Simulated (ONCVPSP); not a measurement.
**Plane-wave convergence, ONCV potential for Ge (Z = 32)**

Ge (Z = 32), optimised norm-conserving Vanderbilt (ONCV), made with ONCVPSP 4.0.1 (PBEsol, scalar-relativistic). Core [Ar], reference 3d10 4s2 4p2. Waves: 4s: rc 1.50 bohr, ncon 4, nbas 7, qcut 5.1 1/bohr, 2 projectors, debl 1.6 Ha; 4p: rc 2.40 bohr, ncon 4, nbas 7, qcut 3.6 1/bohr, 1 projector; 3d: rc 1.15 bohr, ncon 4, nbas 9, qcut 16.2 1/bohr, 2 projectors, debl 2.4 Ha. Local part: polynomial inside 0.95 bohr (lpopt 5, dvloc0 0 Ha). Core correction: none.

**Question.** For each optimised wave give the share of its norm inside rc, the residual kinetic energy above qcut (Ha) and the cutoffs (Ha) for errors of 10, 1, 0.1 and 0.01 mHa per electron.

**Answer.**

```
         wave  norm inside rc  residual KE  10 mHa  1 mHa  0.1 mHa  0.01 mHa
           4s           0.222      2.0e-04     6.0    8.8     40.3      56.6
s projector 2           0.160      1.3e-03     9.3   13.6     36.3      76.0
           4p           0.408      1.3e-04     1.8    2.8      7.3      22.7
           3d           0.868      3.3e-08    78.5   92.9    104.5     113.9
d projector 2           0.038      2.6e-08    65.7   83.9     98.7     110.2
```

The occupied waves need 93 Ha and 104 Ha for 1 and 0.1 mHa. Note: ghosts flagged at negative energy: s at -106.6 eV; GHOST(+) flagged for p at 27.5 eV. A true bound ghost makes a file unfit for plane-wave use. 1 of 4 tests not solved or not reliable.
